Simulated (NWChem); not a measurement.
System: C₄H₅N; SMILES C1=CCN=C1

NWChem input:

```
start job
memory heap 200 mb stack 900 mb global 1100 mb
geometry units angstroms noautoz
  C      0.728403     0.975594     0.000000
  C     -0.618986     1.015042     0.000000
  C     -1.092412    -0.400449     0.000000
  N      0.080098    -1.241413     0.000000
  C      1.089527    -0.445293     0.000000
  H      1.422761     1.816572     0.000000
  H     -1.259079     1.898504     0.000000
  H     -1.721636    -0.637487     0.878413
  H     -1.721636    -0.637487    -0.878413
  H      2.116540    -0.829793     0.000000
end
basis spherical
  * library def2-tzvp
end
dft
  xc xpbe96 cpbe96
  iterations 150
  semidirect filesize 400000000
  mulliken
end
task dft energy
```

Coordinates come from a PBE0/def2-SVP optimisation.

Problem. Give the results of this calculation. (PBE/def2-TZVP.) Quantities: energy (Ha); highest occupied level (eV); orbital gap (eV); dipole (D).

Solution. energy (Ha): -209.96
highest occupied level (eV): -6.14
orbital gap (eV): 4.12
dipole (D): 2.01
